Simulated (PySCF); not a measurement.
A structure optimised at PBE0-D3(BJ)/def2-SVP, used in a PySCF frequency run:

```xyz
3

Zn     0.0000     0.0000     0.0000
I      0.0000     0.0000    -2.4224
I      0.0000     0.0000     2.4224
```

Write its SMILES, formula and point group.

[I][Zn][I], I2Zn, D∞h

What are its rotational constants (standard atomic weights)?

0.33932 GHz (linear rotor, B only)
